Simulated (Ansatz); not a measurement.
MnO₂⁻, relaxed as a singlet with RKS PBE0-D4/def2-TZVPD in Ansatz, starting from the GFN1-xTB geometry. Force threshold 0.02 eV/Å.

The restricted singlet is unstable: a solution with broken spin symmetry lies lower. The relaxation made no stability test and no search for a lower SCF solution. At PBE0-D4/def2-TZVPD a quintet of charge -1 lies 2.03 eV below the restricted singlet, each at its own geometry. The structure comes from a short search, and lower isomers may exist.

Start:

```xyz
3

Mn    0.0001    0.0014   -0.0002
O    -1.4323    0.1751    0.5355
O     1.4322   -0.1764   -0.5353
```

(1) Estimate the energy that the relaxation releases and the steps that it takes.

(2) Does the start keep its bonding and symmetry?

(3) Predict the relaxed structure.

## Answers

(1) 93.9 kJ/mol, in 11 steps; 19 s on 4 threads of Arm Neoverse N1 on a shared host. No frequencies were taken in this run, so the end may be a saddle point.

(2) By distances, no bond broke or formed. The bond that changes most is Mn1–O3, from 1.54 to 1.59 Å (atoms count from 1). Point group D∞h at the start, C2v at the end, both within 0.05 Å.

(3) 
Cartesian coordinates in Å:
```
Mn 0.036 0.472 -0.060
O -1.337 -0.074 0.523
O 1.301 -0.398 -0.463
```
Bond lengths: 2 × Mn–O 1.59 Å.
